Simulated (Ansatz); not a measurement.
Program: Ansatz. Geometries: PBE0-D4/def2-TZVP. ΔE: electronic, gas phase. CCSD(T)/CBS is the MP2 limit (def2-TZVPP, def2-QZVPP) plus CCSD(T) − MP2 in def2-TZVPP, frozen cores. DFT in def2-TZVPP. B3LYP here is the variant with VWN-RPA as its local correlation; programs differ in this. For Ga outer-core shells are correlated without core-valence functions, which leaves a few kJ/mol of doubt a bond. Scalar relativity is left out up to krypton. Each species was taken in one conformer, which may not be the lowest.

`C[SiH](F)CN` + `[OH][Ga]([OH])[Cl]` → `C[O][Ga]([OH])[Cl]` + `NC[SiH2]F`  (substitution at a C–Si bond)

| level | ΔE (kJ/mol) | difference from CCSD(T)/CBS |
| --- | --- | --- |
| PBE-D4 | 110.7 | -2.6 |
| PBE0-D4 | 113.1 | -0.2 |
| B2PLYP | 108.3 | -5.0 |
| r2SCAN | 114.2 | 0.9 |
| PBE0 | 112.3 | -1.0 |
| B3LYP | 104.5 | -8.8 |
| CCSD/def2-TZVPP | 109.6 | -3.7 |
| CCSD(T)/def2-TZVPP | 110.2 | -3.1 |
| SCS-MP2/def2-QZVPP | 110.3 | -3.0 |
| HF/CBS(def2) | 97.4 | -15.9 |
| CCSD(T)/CBS | 113.3 | 0 |

Largest T1 diagnostic among the species: 0.013.

In def2-TZVPP, CCSD(T) changes the Hartree–Fock value by +12.2 kJ/mol (the triples alone add +0.7 kJ/mol) and MP2 by +18.6 kJ/mol.
